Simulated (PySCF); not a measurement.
**Two-photon absorption: SMILES CC(=O)C1=CC=C(F)[SiH2]1, C6H7FOSi**

Molfile (atoms numbered from 1):
```
C6H7FOSi
     RDKit          3D

 16 16  0  0  0  0  0  0  0  0999 V2000
    2.0053   -0.9183   -1.4156 C   0  0  0  0  0  0  0  0  0  0  0  0
    0.8550   -1.3096   -0.5203 C   0  0  0  0  0  0  0  0  0  0  0  0
    0.6164   -2.4693   -0.2386 O   0  0  0  0  0  0  0  0  0  0  0  0
    0.0099   -0.2533    0.0159 C   0  0  0  0  0  0  0  0  0  0  0  0
    0.1125    1.0800   -0.1810 C   0  0  0  0  0  0  0  0  0  0  0  0
   -0.8706    1.9095    0.4763 C   0  0  0  0  0  0  0  0  0  0  0  0
   -1.7662    1.2277    1.2070 C   0  0  0  0  0  0  0  0  0  0  0  0
   -2.7472    1.8472    1.8818 F   0  0  0  0  0  0  0  0  0  0  0  0
   -1.4540   -0.6592    1.1447 Si  0  0  0  0  0  4  0  0  0  0  0  0
    1.6294   -0.3875   -2.2875 H   0  0  0  0  0  0  0  0  0  0  0  0
    2.6839   -0.2611   -0.8764 H   0  0  0  0  0  0  0  0  0  0  0  0
    2.5404   -1.8083   -1.7357 H   0  0  0  0  0  0  0  0  0  0  0  0
    0.8713    1.5485   -0.7914 H   0  0  0  0  0  0  0  0  0  0  0  0
   -0.8573    2.9831    0.3690 H   0  0  0  0  0  0  0  0  0  0  0  0
   -1.0817   -1.1713    2.4580 H   0  0  0  0  0  0  0  0  0  0  0  0
   -2.5545   -1.3491    0.4825 H   0  0  0  0  0  0  0  0  0  0  0  0
  1  2  1  0
  2  3  2  0
  2  4  1  0
  4  5  2  0
  5  6  1  0
  6  7  2  0
  7  8  1  0
  7  9  1  0
  9  4  1  0
  1 10  1  0
  1 11  1  0
  1 12  1  0
  5 13  1  0
  6 14  1  0
  9 15  1  0
  9 16  1  0
M  END
```

Level of theory: PySCF, TDDFT CAM-B3LYP/def2-SVPD excited states, vertical, gas phase. Geometry: GFN2-xTB.

(1) Give the one- and two-photon strengths of the lowest singlets.

Answers

(1) δ for parallel linear polarisation; σ at the peak of a Lorentzian of half width 0.1 eV, single beam; Ω is circular over linear.
```
state  E (eV)      f  photon λ (nm)  δ (au)  σ (GM)     Ω                                  main
   S1    3.78  0.000            656    0.15    0.00  1.50  HOMO−1→LUMO 0.84, HOMO−1→LUMO+2 0.14
   S2    3.91  0.150            634     142    0.79  0.69                        HOMO→LUMO 0.97
   S3    5.11  0.000            485    1.61    0.01  1.50                      HOMO−2→LUMO 0.94
   S4    6.13  0.003            405    0.17    0.00  1.50  HOMO−4→LUMO 0.57, HOMO−1→LUMO+2 0.24
   S5    6.27  0.079            395    2870   41.34  0.69    HOMO→LUMO+2 0.84, HOMO−3→LUMO 0.12
```

Among these, the strongest one-photon state is S2, the strongest two-photon state S5, with a dipole change of 2.0 D (relaxed, norm of the difference vector).
